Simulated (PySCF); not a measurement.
Species: C2H3FTe.
SMILES with atom numbers: `[F:1][CH2:2][CH:3]=[Te:4]` (hydrogens: H5, H6 on C2; H7 on C3)

Theory: PBE0-D3(BJ)/def2-SVP geometry optimisation, gas phase, def2 core potentials past Kr (PySCF 2.14.0).

Problem. Give the optimised bond lengths and angles.

Solution. 
| bond | length (Å) | order |
| --- | --- | --- |
| F1–C2 | 1.355 | single |
| C2–C3 | 1.479 | single |
| C3=Te4 | 1.961 | double |
| C2–H5, C2–H6 | 1.110 | single |
| C3–H7 | 1.099 | single |

Bonds in one row agree within 0.01 Å and their mean is given. Orders are formal, as drawn. A selection of angles:
| angle | degrees |
| --- | --- |
| F1–C2–C3 | 114.3 |
| F1–C2–H5 | 109.3 |
| C3–C2–H5 | 108.6 |
| H5–C2–H6 | 106.3 |
| C2–C3–Te4 | 127.0 |
| C2–C3–H7 | 113.5 |
| Te4–C3–H7 | 119.5 |

Torsions: F1–C2–C3–Te4 0° (synperiplanar).

The 4 heavy atoms lie in one plane (0.001 Å rms).

Point group: Cs (tolerance 0.08 Å). PBE0-D3(BJ)/def2-SVP frequencies: not computed here. The numbers are those of one conformer.
